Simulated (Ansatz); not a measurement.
Two members of one family (Oligo(furan)), computed with Ansatz in the gas phase. The two geometries come from different levels. Binding counts from free atoms in the multiplicity of their measured ground term, without zero-point energy. Sets without diffuse functions give affinities that are too small. A dash marks a value that wasn't run or was left out as unsound. The structures are stationary points that may keep the symmetry of their start. Remarks come from the PBE and PBE0 runs and from stability tests at other levels; not every state was tested. A HOMO above zero means that the electron is unbound at that level and held by the basis, or that self-interaction error raises the level; the energy of removing that electron tells which.

First: c1coc(-c2ccc(-c3ccc(-c4ccco4)o3)o2)c1 (singlet, charge 0, r2SCAN-D4/def2-SVP geometry).

```xyz
30

C     5.0660    0.8464    3.3852
C     5.7927    0.0892    2.5063
O     5.0004   -0.3541    1.4955
C     3.7454    0.1246    1.7242
C     2.7378   -0.2242    0.7708
C     2.7552   -0.9760   -0.3876
C     1.4297   -0.9559   -0.8973
C     0.6864   -0.1917   -0.0174
C    -0.6868    0.1936    0.0187
C    -1.4318    0.9580    0.8977
C    -2.7556    0.9784    0.3867
C    -2.7387    0.2254   -0.7709
C    -3.7454   -0.1245   -1.7241
C    -3.7298   -0.8765   -2.8811
C    -5.0651   -0.8493   -3.3853
C    -5.7922   -0.0909   -2.5075
O    -5.0012    0.3534   -1.4961
O    -1.4814   -0.2528   -0.9973
O     1.4811    0.2537    0.9984
C     3.7312    0.8744    2.8826
H     5.4424    1.3280    4.2870
H     6.8351   -0.2169    2.4569
H     3.6268   -1.4754   -0.8054
H     1.0516   -1.4357   -1.7974
H    -1.0533    1.4400    1.7973
H    -3.6281    1.4788    0.8043
H    -2.8618   -1.3781   -3.3035
H    -5.4396   -1.3320   -4.2864
H    -6.8346    0.2147   -2.4605
H     2.8637    1.3757    3.3062
```

```csv
level,HOMO (eV),LUMO (eV),gap (eV),vertical IE (eV),vertical EA (eV),vertical triplet (eV),binding per atom (eV)
PBE-D4/def2-SVP,-4.35,-2.13,2.22,–,–,–,5.63
PBE-D4/def2-TZVP,-4.40,-2.24,2.16,6.25,0.48,1.97,5.53
r2SCAN-D4/def2-TZVP,-4.47,-2.18,2.29,–,–,–,5.32
PBE0-D4/def2-SVP,-5.16,-1.51,3.66,–,–,–,5.46
PBE0-D4/def2-TZVP,-5.14,-1.57,3.57,6.40,0.39,2.12,5.36
```

Remarks: HOMO above zero (-1 doublet).

Second: c1coc(-c2ccc(-c3ccc(-c4ccc(-c5ccco5)o4)o3)o2)c1 (singlet, charge 0, PBE-D4/def2-SVP geometry).

```xyz
37

C    -0.412   -4.252   -6.590
C     0.935   -4.535   -6.631
O     1.576   -3.963   -5.571
C     0.629   -3.298   -4.837
C     1.084   -2.613   -3.661
C     2.336   -2.469   -3.076
C     2.147   -1.669   -1.915
C     0.790   -1.372   -1.859
C    -0.002   -0.614   -0.939
C    -1.356   -0.310   -0.873
C    -1.533    0.488    0.290
C    -0.277    0.624    0.867
C     0.196    1.301    2.036
C     1.456    1.434    2.608
C     1.282    2.232    3.772
C    -0.072    2.539    3.844
C    -0.846    3.304    4.784
C    -0.504    3.994    5.939
C    -1.718    4.557    6.440
C    -2.710    4.175    5.566
O    -2.192    3.416    4.559
O    -0.732    1.972    2.787
O     0.657   -0.046    0.120
O     0.142   -1.946   -2.923
C    -0.617   -3.446   -5.426
H    -1.167   -4.581   -7.311
H     1.569   -5.106   -7.315
H     3.270   -2.897   -3.454
H     2.901   -1.340   -1.194
H    -2.119   -0.632   -1.589
H    -2.462    0.920    0.676
H     2.384    1.002    2.221
H     2.054    2.549    4.482
H     0.500    4.083    6.368
H    -1.843    5.171    7.340
H    -3.788    4.353    5.519
H    -1.557   -3.022   -5.057
```

Estimate how these quantities change from the first to the second (second minus first).


| level | Δ HOMO (eV) | Δ LUMO (eV) | Δ gap (eV) | Δ vertical IE (eV) | Δ vertical EA (eV) | Δ vertical triplet (eV) | Δ binding per atom (eV) |
| --- | --- | --- | --- | --- | --- | --- | --- |
| PBE-D4/def2-SVP | 0.11 | -0.16 | -0.26 | – | – | – | 0.05 |
| PBE-D4/def2-TZVP | 0.11 | -0.15 | -0.26 | -0.31 | 0.35 | -0.22 | 0.04 |
| r2SCAN-D4/def2-TZVP | 0.12 | -0.16 | -0.28 | – | – | – | 0.04 |
| PBE0-D4/def2-SVP | 0.14 | -0.19 | -0.34 | – | – | – | 0.04 |
| PBE0-D4/def2-TZVP | 0.15 | -0.19 | -0.34 | -0.28 | 0.32 | -0.18 | 0.04 |

Remarks: HOMO above zero (-1 doublet).
